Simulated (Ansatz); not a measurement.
Correlation energies of C₂H₇AlO₂ by basis set

```xyz
12

C     0.034   -0.648   -1.480
C     0.411    0.388   -0.465
O     1.070   -0.300    0.741
Al   -0.451    0.846    1.220
O    -1.801    0.010    1.833
H     0.901   -1.176   -1.894
H    -0.651   -1.392   -1.068
H    -0.482   -0.151   -2.307
H     1.135    1.102   -0.862
H     1.990   -0.042    0.842
H     0.049    2.104    2.034
H    -2.206   -0.741    1.406
```

The species carries charge 0 and has multiplicity 1. The bonds changed during the relaxation, so this is another structure than the one it started from. All single points use the PBE0-D4/def2-TZVP geometry. It is one conformer, not always the lowest. Frozen core, restricted reference, the Gaussian-basis code of Ansatz. CBS rows extrapolate triple and quadruple zeta; past MP2 they add the triple-zeta difference.

| basis | HF (Eh) | MP2 corr. | CCSD corr. | (T) | CCSD(T) total |
| --- | --- | --- | --- | --- | --- |
| def2-TZVPP | ? | -0.91432 | -0.94911 | -0.03499 | ? |
| def2-QZVPP | -471.62456 | ? | – | – | – |
| CBS(def2) | -471.62712 | ? | ? | as TZ | ? |

**Question.** Fill in the withheld values. (Estimate.)

**Answer.** Computed: def2-TZVPP HF (Eh): -471.60598; def2-TZVPP CCSD(T) total: -472.59008; def2-QZVPP MP2 corr.: -0.98228; CBS(def2) MP2 corr.: -1.03263; CBS(def2) CCSD corr.: -1.06743; CBS(def2) CCSD(T) total: -472.72954.
